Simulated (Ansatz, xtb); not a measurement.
Two isomers of C3H3BBrNS

We compare I, `Bc1ncsc1Br`, a singlet, with II, `Bc1scnc1Br`, a singlet. Both are isolated molecules in the gas phase, relaxed with B3LYP-D3(BJ)/def2-SVP; the shapes shown needn't be the lowest conformers.

I (Å):

```yaml
atoms:
  - { symbol: C, position_ang: [0.2861, 0.8457, 0.8596] }
  - { symbol: C, position_ang: [-0.3675, 2.9855, 0.8246] }
  - { symbol: C, position_ang: [0.5937, 1.1718, -0.4615] }
  - { symbol: B, position_ang: [0.5008, -0.5185, 1.5347] }
  - { symbol: Br, position_ang: [1.3425, 0.0785, -1.7843] }
  - { symbol: N, position_ang: [-0.2626, 1.9255, 1.5495] }
  - { symbol: S, position_ang: [0.1988, 2.8137, -0.8331] }
  - { symbol: H, position_ang: [0.9766, -1.4325, 0.9141] }
  - { symbol: H, position_ang: [0.1875, -0.6576, 2.6872] }
  - { symbol: H, position_ang: [-0.7709, 3.9415, 1.1684] }
```

II (Å):

```xyz
10

C    -0.1155    1.0178    0.9177
C     0.8998    2.3026   -0.9167
C     1.2195    0.7574    0.5918
B    -1.0358    0.4204    1.9736
Br    2.2855   -0.5197    1.4753
N     1.7755    1.4646   -0.4166
S    -0.6563    2.2739   -0.1812
H    -2.1717    0.8106    2.0708
H    -0.6230   -0.4387    2.7059
H     1.1288    2.9789   -1.7440
```

Quicker runs give these differences E(II) − E(I): GFN2-xTB −5.0 kcal/mol; HF/STO-3G −4.4 kcal/mol (at GFN2-xTB geometries); r2SCAN-D4/def2-SVP −8.1 kcal/mol (at GFN2-xTB geometries).

Estimate E(II) − E(I) at the level CCSD(T)/def2-SVP + ΔMP2/def2-TZVPP.

Calculated at CCSD(T)/def2-SVP + ΔMP2/def2-TZVPP: E(II) − E(I) = −7.3 kcal/mol, so structure II lies lower.

The same difference at several levels:

```
                             level               geometry  E(II) − E(I) (kcal/mol)  departure from the last row (kcal/mol)  job, with rough time for the two
                          GFN2-xTB               GFN2-xTB                      −5.0                                    +2.4               optimisation, 0.2 s
                         HF/STO-3G               GFN2-xTB                      −4.4                                    +2.9              single point, 0.78 s
                r2SCAN-D4/def2-SVP               GFN2-xTB                      −8.1                                    −0.8               single point, 5.1 s
             B3LYP-D3(BJ)/def2-SVP  B3LYP-D3(BJ)/def2-SVP                      −7.3                                     0.0                optimisation, 53 s
                       HF/def2-SVP  B3LYP-D3(BJ)/def2-SVP                      −7.6                                    −0.3           part of the CCSD(T) run
                      MP2/def2-SVP  B3LYP-D3(BJ)/def2-SVP                      −7.5                                    −0.1           part of the CCSD(T) run
                  CCSD(T)/def2-SVP  B3LYP-D3(BJ)/def2-SVP                      −7.0                                    +0.3                      single point
CCSD(T)/def2-SVP + ΔMP2/def2-TZVPP  B3LYP-D3(BJ)/def2-SVP                      −7.3                                                        single point, 68 s
```

As drawn, both hold the same kinds of bond in the same numbers.

None of the levels shown reverses the order. The largest departure from CCSD(T)/def2-SVP + ΔMP2/def2-TZVPP is that of HF/STO-3G, 2.9 kcal/mol. The last row adds to CCSD(T) the change of the MP2 difference between the two basis sets, here −0.3 kcal/mol.

With thermal terms from frequencies at re-optimised GFN2-xTB minima (ideal gas, soft modes damped towards free rotors, one conformer each, 298.15 K, 1 atm): on the last row, ΔE + ΔZPE = −7.2, ΔH = −7.2, ΔG = −7.1 kcal/mol.

The correlated steps freeze 19 core orbitals; the filled d shell of Br is correlated, in a basis made for valence electrons. Programs: Ansatz 0.2.0, xtb 6.7.1; the last row on 2 threads of Intel(R) Xeon(R) 6975P-C (Granite Rapids) on a shared host.
